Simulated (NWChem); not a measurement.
## Lowest excitation of F2Pb

```
Pb
F 1 2.0764
F 1 2.0764 2 96.89
```
Charge 0, spin multiplicity 1.

The numbers come from NWChem runs, not from measurements. Structure: optimised with PBE/def2-SVP with def2 effective core potentials on Pb, a minimum by its harmonic frequencies.

Basis set: def2-SVPD.

Effective core potentials replace the inner electrons of Pb; spin-orbit coupling is left out. The correlated methods keep 6 core orbitals frozen. B3LYP has NWChem's definition, with VWN1-RPA local correlation. The structure started from a generated list of species. Coupled-cluster values serve here as a point of comparison, not as the truth.

### Question
One of these methods gave a lowest vertical singlet excitation energy of 4.32 eV. Which?
(A) TD-LDA (SVWN5)
(B) CIS
(C) EOM-CCSD
(D) TD-B3LYP

### Answer
A, TD-LDA (SVWN5). The others give 6.24 (CIS), 4.76 (TD-B3LYP), 5.29 (EOM-CCSD).
